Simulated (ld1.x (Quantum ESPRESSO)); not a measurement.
# u(r) = r·R(r): atom against pseudo-atom (germanium)

Columns: radius, all-electron u(r) and pseudo u(r) of the 4p shell (level -4.08 eV) of germanium in the configuration [Ar] 3d10 4s1.75 4p2.25; Wu–Cohen, scalar-relativistic, PAW scheme, ld1.x (Quantum ESPRESSO) 7.5.

```
r (bohr)  all-electron  pseudo
   0.103        0.1510  0.0046
   0.205        0.0369  0.0181
   0.308       -0.1426  0.0401
   0.410       -0.2394  0.0694
   0.513       -0.2454  0.1055
   0.615       -0.1898  0.1462
   0.718       -0.1009  0.1909
   0.820       -0.0005  0.2374
   0.923        0.1015  0.2852
   1.025        0.1962  0.3321
   1.128        0.2824  0.3779
   1.230        0.3570  0.4209
   1.332        0.4207  0.4608
   1.435        0.4746  0.4975
   1.538        0.5187  0.5302
   1.640        0.5536  0.5583
   1.743        0.5808  0.5821
   1.845        0.6008  0.6010
   1.948        0.6148  0.6148
   2.050        0.6232  0.6232
   2.153        0.6271  0.6271
   2.255        0.6268  0.6268
   2.358        0.6232  0.6232
   2.460        0.6166  0.6166
   2.562        0.6077  0.6077
   2.665        0.5966  0.5966
```

(1) How many radial nodes do the two functions have?

(2) At about which radius was the pseudo-wave matched?

(3) Is the pseudo-wave norm-conserving?

Results:

(1) The all-electron 4p function has n − l − 1 = 2; the pseudo-wave has 0, since the states of the same l below it are removed with the core.

(2) 1.95 bohr. The columns agree to 0.0005 from 1.84 bohr on; several derivatives are matched, so the curves merge somewhat inside the radius.

(3) No, it belongs to a PAW set: the norm inside the radius is not constrained, and the difference is carried by the augmentation charge.
